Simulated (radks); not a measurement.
Results of a calculation; reference values are marked as such.
Removal energies from the thulium ion Tm4+, [Xe] 4f11, by Delta-SCF beside the eigenvalue of the level emptied. Level of theory: scalar-relativistic Kohn-Sham, BLYP, spin-polarised, spherical densities, finite nucleus; Fermi nuclear charge, rms radius of each element as measured or else 0.836 A^(1/3) + 0.57 fm (a radial shooting solver on a logarithmic mesh with Libxc functionals). Open shells are filled with parallel spins first.

| removed from | final configuration | Delta-SCF (eV) | -eigenvalue (eV) |
|---|---|---|---|
| 4f | [Xe] 4f10 | 66.270 | 55.093 |
| 5p | [Kr] 4d10 4f11 5s2 5p5 | 79.374 | 71.893 |
| 5s | [Kr] 4d10 4f11 5s1 5p6 | 108.83 | 100.55 |
| 4d | [Kr] 4d9 4f11 5s2 5p6 | 237.54 | 225.41 |
